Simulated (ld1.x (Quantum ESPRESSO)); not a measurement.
**Ca (Z = 20), PAW: configuration errors across variants**

* Element: calcium
* Generator: ld1.x (Quantum ESPRESSO) 7.5
* Type: PAW
* Functional: LDA (PZ)
* Relativity: scalar-relativistic
* Frozen core: [Ne]
* Valence charge: 10
* Reference configuration: 3s2 3p6 3d0 4s1 4p0 (charge +1)
* Partial waves: 3s (bound): rcut 1.50, rcutus 1.75 bohr; 4s (bound): rcut 1.50, rcutus 1.75 bohr; 3p (bound): rcut 1.70, rcutus 1.85 bohr; 4p (bound, empty): rcut 1.70, rcutus 1.85 bohr; 3d (bound, empty): rcut 2.40, rcutus 2.95 bohr; 3d channel at -0.3 Ry: rcut 2.40, rcutus 2.95 bohr; 4f channel at 0.3 Ry: rcut 2.90, rcutus 3.20 bohr
* Local potential: all-electron potential smoothed inside 2.70 bohr (lloc = -2)
* Core correction: Bessel-smoothed model core inside 1.20 bohr
* Augmentation charge: PSQ, radius 1.70 bohr

All-electron excitation energies from the reference (eV): (1) 3s2 3p6 3d0 4s2 4p0 -6.463; (2) 3s2 3p6 3d0 4s0 4p0 11.950; (3) 3s2 3p6 3d0 4s1.5 4p0 -3.896; (4) 3s1 3p6 3d0 4s2 4p0 47.507; (5) 3s2 3p6 3d0.5 4s1.5 4p0 -5.440; (6) 3s2 3p6 3d0 4s0 4p1 3.122; (7) 3s2 3p6 3d1 4s1 4p0 -4.221; (8) 3s2 3p6 3d0 4s1 4p0 spin -0.208; (9) 3s2 3p6 3d0 4s1.5 4p0 spin -3.935.

Spin tests fill each open shell by Hund’s rule, majority spin first.

3 further variants failed, have other tests or too few solved ones, and are left out.

Errors AE − PS in meV (a dash: test not solved or not reliable):

```csv
change,(1),(2),(3),(4),(5),(6),(7),(8),(9),bound ghosts
base,+0.2,-0.4,+0.1,-15,-0.8,0.0,-1.9,0.0,+0.1,none
"all radii but the core radius scaled by about 1.11 (s 1.94, p 2.06, d 3.28, f 3.54 bohr, rcut 1.66/1.88/2.66/3.22); local potential all-electron potential smoothed inside 3.00 bohr (lloc = -2); augmentation PSQ, radius 1.88 bohr",+0.2,-0.2,+0.1,–,–,–,–,–,–,none
"waves 3d (bound): rcut 2.12, rcutus 2.24 bohr; 3d channel at -0.3 Ry: rcut 2.12, rcutus 2.24 bohr",+0.2,-0.4,+0.1,-15,-0.7,0.0,-1.5,0.0,+0.1,none
local potential all-electron potential smoothed inside 2.78 bohr (lloc = -2),+0.2,-0.4,+0.1,-16,-0.9,0.0,-2.0,0.0,+0.1,none
```

Q: Give the same row for: wave 4f channel at 0.3 Ry: rcut 2.90, rcutus 3.20 bohr becomes 4f channel at 0.3 Ry: rc 3.20 bohr; local potential the f channel.

A: +0.4, -0.2, +0.2, +29, -0.3, +0.1, -1.4, +0.1, +0.2; bound ghosts: none.
